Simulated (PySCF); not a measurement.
**Identify the compound**

An unknown has the formula C$_{4}$H$_{3}$F$_{5}$O. Its calculated NMR data are:

1H NMR (600 MHz, computed): δ 4.94 (m, 1H), 1.72 (m, 1H), 1.65 (m, 1H).

13C{1H} NMR (computed): δ 131.3 (C), 103.3 (C), 76.0 (CH), 20.8 (CH2).

[PySCF 2.14.0 with density-fitted response routines: shielding tensors at PBE0/pcSseg-1 (GIAO); GFN2-xTB structure; non-relativistic; one computed conformer; no solvent; rapidly exchanging positions averaged]

Shifts are taken against calculated references (same method and geometry level): 1H, 13C against TMS.

Question: Choose the structure that fits.
A. F/C=C(/F)COC(F)(F)F
B. F[C@@H]1C[C@]1(F)OC(F)(F)F
C. FC(F)(F)C(F)(F)[C@@H]1CO1

Answer: B. 

The formula gives 1 degree of unsaturation (1 ring in the answer). 4 carbon signals for 4 carbons: no two carbons are equivalent. Carbon types of the structure: 2 × C, 1 × CH, 1 × CH2, which accounts for all hydrogens. δC 131.3: CF3 carbon; 4 electronegative neighbours deshield it. δC 103.3, 76.0, 20.8: three-membered-ring carbon. δH 4.94, 1.72, 1.65: hydrogen on a three-membered-ring carbon.

The others: F/C=C(/F)COC(F)(F)F would give 2 signals for carbon-bound and other non-exchanging H, not 3; FC(F)(F)C(F)(F)[C@@H]1CO1 has carbons computed at 128.6, 119.7, 49.3, 41.5.

Splittings by 19F in the carbon and heteronuclear signals aren't shown, as no couplings were computed. Shifts are as computed. Against solution values, carbons near 30 ppm lie about +3 ppm off and those near 130 ppm about +5 ppm. Of 1211 compounds with measured shifts, 218 miss one by over three times the rms of a fit or turn the order of signals round; such compounds aren't used in these exercises. Multiplicities follow the n + 1 count of equivalent neighbours, as no J values were calculated; m marks all less simple cases, F and P coupling included.
